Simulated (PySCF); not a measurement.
**Energy of Mn (manganese, neutral) between two integer charges**

The 4s beta orbital of [Ar] 3d5 4s2 is emptied in steps (occupation f), with all orbitals relaxed, ending at [Ar] 3d5 4s1. Calculation: PySCF 2.14, in aug-cc-pVTZ-DK (8s7p5d3f2g, 93 functions); the spin-free X2C one-electron Hamiltonian (Gaussian nucleus). The exact energy is a straight line in f; departures are measured from the line between the end points of the same method.

| f | PBE0 (eV) | LC-wPBE (eV) |
| --- | --- | --- |
| 1 | 0.000 | 0.000 |
| 0.9 | -0.179 | 0.008 |
| 0.7 | -0.416 | 0.017 |
| 0.5 | -0.493 | 0.017 |
| 0.3 | -0.410 | 0.011 |
| 0.1 | -0.167 | 0.004 |
| 0 | 0.000 | 0.000 |

| method | E(f=0) − E(f=1) (eV) | −ε at f=1 (eV) | −ε at f=0.5 (eV) |
| --- | --- | --- | --- |
| PBE0 | 7.099 | 5.111 | 7.115 |
| LC-wPBE | 6.988 | 7.078 | 6.970 |

Orbital energy along the path (eV):

```tsv
f	PBE0	LC-wPBE
1	-5.111	-7.078
0.9	-5.511	-7.056
0.7	-6.313	-7.012
0.5	-7.115	-6.970
0.3	-7.915	-6.949
0.1	-8.693	-6.957
0	-8.468	-6.833
```

As f goes to zero the orbital energy of a semilocal functional can turn back, because the density of that orbital vanishes from the exchange-correlation potential.

Reference removal energy between the ground levels: 7.434 eV (measured; NIST Atomic Spectra Database, ionization energies).
